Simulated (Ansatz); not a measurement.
Stretching the As1–As2 bond in As2 (multiplicity 1 held). Energies count from the point at 2.104 Å.


U- levels take the lowest unrestricted solution at each point, which mixes spins at long bonds. Active spaces are followed from rest. Levels need not reach the same state.

Cores are frozen in the correlated methods. Filled d and f shells under p-block atoms count as core.

The values were computed with Ansatz (Gaussian orbitals). 

Question: Give the energy at R = 8.417 Å at the level U-SCS-MP2/cc-pVDZ.

Answer: 196 kJ/mol

Doubts at one or more of the structures used: a spin-contaminated determinant (U-SCS-MP2/cc-pVDZ).

Ansatz is a first-principles code.
